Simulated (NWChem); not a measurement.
Everything below was run with NWChem. System: PGME (C4H10O2), charge 0, spin multiplicity 1, at a geometry optimised with PBE/def2-SVP. Level: MP2/def2-SVP, 6 core orbitals frozen.

Job file:

```
start mol
memory heap 200 mb stack 900 mb global 1100 mb
geometry units angstroms nocenter noautoz noautosym
  C      2.542334     0.543867    -0.185002
  O      1.366169    -0.136143     0.184632
  C      0.239763     0.190300    -0.611760
  C     -0.968272    -0.496918     0.026651
  C     -2.275388    -0.139627    -0.665749
  O     -1.058923    -0.115066     1.389236
  H      2.425968     1.653383    -0.118378
  H      3.346936     0.229560     0.508363
  H      2.857804     0.297074    -1.227872
  H      0.076820     1.297974    -0.622027
  H      0.382525    -0.144344    -1.669823
  H     -0.798827    -1.602282    -0.061388
  H     -2.451167     0.954688    -0.621246
  H     -2.270982    -0.460717    -1.726648
  H     -3.120437    -0.639498    -0.153535
  H     -0.137231    -0.161892     1.716779
end
basis spherical
  * library def2-svp
end
scf
  rhf
  nopen 0
  maxiter 100
  thresh 1e-7
  semidirect memsize 60000000 filesize 0
end
mp2
  freeze core 6
end
task mp2 energy
```

Output (cleaned and shortened):

```
             Northwest Computational Chemistry Package (NWChem) 7.3.0
             --------------------------------------------------------

                                NWChem Input Module
                                -------------------

 Scaling coordinates for geometry "geometry" by  1.889725989
 (inverse scale =  0.529177249)

                             Geometry "geometry" -> ""
                             -------------------------

 Output coordinates in angstroms (scale by  1.889725989 to convert to a.u.)

  No.       Tag          Charge          X              Y              Z
 ---- ---------------- ---------- -------------- -------------- --------------
    1 C                    6.0000     2.54233400     0.54386700    -0.18500200
    2 O                    8.0000     1.36616900    -0.13614300     0.18463200
    3 C                    6.0000     0.23976300     0.19030000    -0.61176000
    4 C                    6.0000    -0.96827200    -0.49691800     0.02665100
    5 C                    6.0000    -2.27538800    -0.13962700    -0.66574900
    6 O                    8.0000    -1.05892300    -0.11506600     1.38923600
    7 H                    1.0000     2.42596800     1.65338300    -0.11837800
    8 H                    1.0000     3.34693600     0.22956000     0.50836300
    9 H                    1.0000     2.85780400     0.29707400    -1.22787200
   10 H                    1.0000     0.07682000     1.29797400    -0.62202700
   11 H                    1.0000     0.38252500    -0.14434400    -1.66982300
   12 H                    1.0000    -0.79882700    -1.60228200    -0.06138800
   13 H                    1.0000    -2.45116700     0.95468800    -0.62124600
   14 H                    1.0000    -2.27098200    -0.46071700    -1.72664800
   15 H                    1.0000    -3.12043700    -0.63949800    -0.15353500
   16 H                    1.0000    -0.13723100    -0.16189200     1.71677900

 Effective nuclear repulsion energy (a.u.)     260.6333097692

            Nuclear Dipole moment (a.u.)
            ----------------------------
        X                 Y               Z
 ---------------- ---------------- ----------------
    -0.0000018897     0.0000113384     0.0000170075


 Summary of "ao basis" -> "" (spherical)
 ------------------------------------------------------------------------------
       Tag                 Description            Shells   Functions and Types
 ---------------- ------------------------------  ------  ---------------------
 *                          def2-svp                  on all atoms

 Summary of "ao basis" -> "ao basis" (spherical)
 ------------------------------------------------------------------------------
       Tag                 Description            Shells   Functions and Types
 ---------------- ------------------------------  ------  ---------------------
 C                          def2-svp                 6       14   3s2p1d
 O                          def2-svp                 6       14   3s2p1d
 H                          def2-svp                 3        5   2s1p

                                 NWChem SCF Module
                                 -----------------

  ao basis        = "ao basis"
  functions       =   134
  atoms           =    16
  closed shells   =    25
  open shells     =     0
  charge          =   0.00
  wavefunction    = RHF
  use symmetry    = F
  symmetry adapt  = F

 Summary of "ao basis" -> "ao basis" (spherical)
 ------------------------------------------------------------------------------
       Tag                 Description            Shells   Functions and Types
 ---------------- ------------------------------  ------  ---------------------
 C                          def2-svp                 6       14   3s2p1d
 O                          def2-svp                 6       14   3s2p1d
 H                          def2-svp                 3        5   2s1p

 Forming initial guess at       0.0s

      Superposition of Atomic Density Guess
      -------------------------------------

 Sum of atomic energies:        -304.87433993

      Non-variational initial energy
      ------------------------------

 Total energy =    -308.355111
 1-e energy   =    -930.234443
 2-e energy   =     361.246022
 HOMO         =      -0.337733
 LUMO         =       0.098678

 Starting SCF solution at       1.8s

 ----------------------------------------------
         Quadratically convergent ROHF

 Convergence threshold     :          1.000E-07
 Maximum no. of iterations :          100
 Final Fock-matrix accuracy:          1.000E-09
 ----------------------------------------------

              iter       energy          gnorm     gmax       time
             ----- ------------------- --------- --------- --------
                 1     -306.6748634536  1.17D+00  1.39D-01      2.0
                 2     -306.7518159920  5.34D-01  9.33D-02      2.3
                 3     -306.7672111007  2.13D-02  3.30D-03      3.0
                 4     -306.7672531040  1.57D-04  2.39D-05      4.1
                 5     -306.7672531066  9.40D-09  9.53D-10      5.9

       Final RHF  results
       ------------------

         Total SCF energy =   -306.767253106635
      One-electron energy =   -935.234647669093
      Two-electron energy =    367.834084793304
 Nuclear repulsion energy =    260.633309769154

        Time for solution =      4.1s

             Final eigenvalues
             -----------------

              1
    1  -20.5642
    2  -20.5353
    3  -11.2941
    4  -11.2873
    5  -11.2790
    6  -11.2257
    7   -1.3764
    8   -1.3249
    9   -1.0286
   10   -0.9529
   11   -0.8713
   12   -0.7884
   13   -0.6956
   14   -0.6820
   15   -0.6640
   16   -0.6354
   17   -0.5868
   18   -0.5637
   19   -0.5433
   20   -0.5322
   21   -0.5159
   22   -0.4967
   23   -0.4766
   24   -0.4363
   25   -0.4267
   26    0.1719
   27    0.1900
   28    0.2195
   29    0.2326
   30    0.2365
   31    0.2566
   32    0.2636
   33    0.2682
   34    0.2828
   35    0.3104

                       ROHF Final Molecular Orbital Analysis
                       -------------------------------------

 Vector   23  Occ=2.000000D+00  E=-4.766443D-01
              MO Center= -9.6D-01, -2.0D-01,  1.9D-01, r^2= 3.1D+00
   Bfn.  Coefficient  Atom+Function         Bfn.  Coefficient  Atom+Function
  ----- ------------  ---------------      ----- ------------  ---------------
    46      0.330600   4 C  px               60     -0.271207   5 C  px
    74     -0.265366   6 O  px               77     -0.193137   6 O  px
    32     -0.191124   3 C  px               63     -0.153575   5 C  px
   130     -0.151785  16 H  s

 Vector   24  Occ=2.000000D+00  E=-4.363127D-01
              MO Center=  1.3D+00,  1.9D-01, -2.3D-01, r^2= 2.2D+00
   Bfn.  Coefficient  Atom+Function         Bfn.  Coefficient  Atom+Function
  ----- ------------  ---------------      ----- ------------  ---------------
    19      0.378719   2 O  py               20      0.317774   2 O  pz
    22      0.317175   2 O  py               23      0.266378   2 O  pz
   105      0.200586  11 H  s                95      0.186442   9 H  s
    85     -0.181124   7 H  s               100     -0.176181  10 H  s

 Vector   25  Occ=2.000000D+00  E=-4.267487D-01
              MO Center= -8.4D-01, -3.2D-01,  5.3D-01, r^2= 2.4D+00
   Bfn.  Coefficient  Atom+Function         Bfn.  Coefficient  Atom+Function
  ----- ------------  ---------------      ----- ------------  ---------------
    75      0.435275   6 O  py               78      0.358704   6 O  py
   110      0.274699  12 H  s                47     -0.250713   4 C  py
   111      0.162555  12 H  s

 Vector   26  Occ=0.000000D+00  E= 1.719456D-01
              MO Center=  1.0D+00,  5.3D-01, -9.3D-01, r^2= 8.2D+00
   Bfn.  Coefficient  Atom+Function         Bfn.  Coefficient  Atom+Function
  ----- ------------  ---------------      ----- ------------  ---------------
     3      1.679057   1 C  s                31      1.352904   3 C  s
    59      1.008248   5 C  s               106     -0.951012  11 H  s
    96     -0.887473   9 H  s                86     -0.857423   7 H  s
   101     -0.768991  10 H  s                91     -0.664247   8 H  s
   121     -0.569228  14 H  s                37     -0.422466   3 C  pz

 Vector   27  Occ=0.000000D+00  E= 1.899919D-01
              MO Center= -2.3D-01, -4.2D-02, -7.9D-01, r^2= 1.2D+01
   Bfn.  Coefficient  Atom+Function         Bfn.  Coefficient  Atom+Function
  ----- ------------  ---------------      ----- ------------  ---------------
    59     -1.894162   5 C  s                 3      1.748318   1 C  s
   121      1.036318  14 H  s                86     -0.839675   7 H  s
   126      0.822732  15 H  s                96     -0.794242   9 H  s
    91     -0.758408   8 H  s               111      0.707860  12 H  s
   116      0.697126  13 H  s                45     -0.668146   4 C  s

 Vector   28  Occ=0.000000D+00  E= 2.195168D-01
              MO Center= -5.8D-01,  2.3D-01, -3.1D-01, r^2= 7.6D+00
   Bfn.  Coefficient  Atom+Function         Bfn.  Coefficient  Atom+Function
  ----- ------------  ---------------      ----- ------------  ---------------
    45      1.366337   4 C  s               111     -1.306951  12 H  s
   101      1.130878  10 H  s               116      1.129565  13 H  s
    59     -1.096025   5 C  s                31     -0.823622   3 C  s
    36     -0.460196   3 C  py               91     -0.461185   8 H  s
    64     -0.445124   5 C  py               50     -0.439791   4 C  py

 center of mass
 --------------
 x =  -0.00651543 y =  -0.02961508 z =   0.08259565

 moments of inertia (a.u.)
 ------------------
         247.472302953699        -119.387732370543          21.566887049612
        -119.387732370543        1069.924705633844          19.430679772530
          21.566887049612          19.430679772530         939.881503970668

  Mulliken analysis of the total density
  --------------------------------------

    Atom       Charge   Shell Charges
 -----------   ------   -------------------------------------------------------
    1 C    6     5.78   1.99  0.86  0.19  1.95  0.74  0.06
    2 O    8     8.61   1.99  1.05  0.78  2.85  1.92  0.02
    3 C    6     5.73   1.99  0.89  0.13  1.96  0.69  0.07
    4 C    6     5.86   1.99  0.89  0.23  1.98  0.70  0.08
    5 C    6     6.04   1.99  0.86  0.22  2.04  0.90  0.04
    6 O    8     8.46   1.99  1.05  0.72  2.84  1.85  0.01
    7 H    1     0.98   0.76  0.19  0.02
    8 H    1     0.95   0.76  0.17  0.02
    9 H    1     0.98   0.76  0.20  0.02
   10 H    1     0.98   0.76  0.20  0.02
   11 H    1     0.98   0.76  0.19  0.02
   12 H    1     0.97   0.77  0.19  0.02
   13 H    1     0.96   0.75  0.19  0.02
   14 H    1     0.97   0.75  0.19  0.02
   15 H    1     0.94   0.74  0.17  0.02
   16 H    1     0.79   0.66  0.06  0.07

       Multipole analysis of the density wrt the origin
       ------------------------------------------------

     L   x y z        total         open         nuclear
     -   - - -        -----         ----         -------
     0   0 0 0      0.000000      0.000000     50.000000

     1   1 0 0      0.695465      0.000000     -0.000002
     1   0 1 0      0.240351      0.000000      0.000011
     1   0 0 1     -0.816252      0.000000      0.000017

     2   2 0 0    -27.263401      0.000000    523.816062
     2   1 1 0      1.661021      0.000000     73.301724
     2   1 0 1      2.068556      0.000000     -5.583387
     2   0 2 0    -28.431475      0.000000     44.820906
     2   0 1 1     -0.026873      0.000000    -11.402318
     2   0 0 2    -29.260823      0.000000    114.717753

                   NWChem MP2 Semi-direct Energy/Gradient Module
                   ---------------------------------------------

  Basis functions       =    134
  Molecular orbitals    =    134
  Frozen core           =      6
  Frozen virtuals       =      0
  Active alpha occupied =     19
  Active beta occupied  =     19
  Active alpha virtual  =    109
  Active beta virtual   =    109
  Use MO symmetry       = F
  Use skeleton AO sym   = F

  AO/Fock/Back tols     =   1.0D-09  1.0D-09  1.0D-09

 GA uses MA = F    GA memory limited = T

 Available:
  local mem=  1.26D+08
 global mem=  1.44D+08
 local disk=  0.00D+00
  mp2_memr nvloc                   109
  nvloc new                   109
   1 passes of  19:        3145728                      89440                  58150475.
   1 passes of  19: M    126139772           G      144143288           F     122994044.

 Semi-direct pass number   1 of   1  for RHF alpha+beta  at        5.9s
  vrange nnbf                  8254
  mp2_eaftype                   221  avail_ma_in_mb                  1099
 EAF : mp2_eaftype filesize         221   29075238.
  mp2_eaf for mointskh                    221
Node 0 wrote    136.8 Mb in      0.2 s     Agg I/O rate:   839.3 Mb/s
 Done moints_semi at       10.5s
  mp2_eaftype                   221  avail_ma_in_mb                   878
 EAF : mp2_eaftype filesize         221   29075238.
  mp2_eaf for kh                   221
 Done maket at       11.0s
 Done multipass loop at       11.0s

          -------------------------------------------
          SCF energy                -306.767253106635
          Correlation energy          -0.944894210565
          Singlet pairs               -0.604821801408
          Triplet pairs               -0.340072409156
          Total MP2 energy          -307.712147317199
          -------------------------------------------

          ---------------------------------------------------
                    Spin Component Scaled (SCS) MP2
          Same spin pairs                     -0.226714939437
          Same spin scaling factor             0.333333333333
          Opposite spin pairs                 -0.718179271127
          Opposite spin scaling fact.          1.200000000000
          SCS-MP2 correlation energy          -0.937386771832
          Total SCS-MP2 energy              -307.704639878466
          ---------------------------------------------------

 -----------------------
 Performance information
 -----------------------

 Timer overhead =  9.50D-08 seconds/call

               Nr. of calls         CPU time (s)                 Wall time (s)                GFlops
             ---------------    -------------------     ------------------------------   -------------------
Name         Min   Avg   Max    Min     Avg     Max     Min     Avg     Max   Mx/calls   Min     Max     Sum
mp2: moin     1     1     1    4.6     4.6     4.6      4.6     4.6     4.6     4.6      0.0     0.0     0.0
mp2: make     1     1     1   0.46    0.46    0.46     0.46    0.46    0.46    0.46      0.0     0.0     0.0
mp2: tota     1     1     1    5.0     5.0     5.0      5.0     5.0     5.0     5.0      0.0     0.0     0.0

 The average no. of pstat calls per process was 3.00D+00
 with a timing overhead of 2.85D-07s

 Task  times  cpu:       11.0s     wall:       11.0s

 Total times  cpu:       11.0s     wall:       11.0s
```
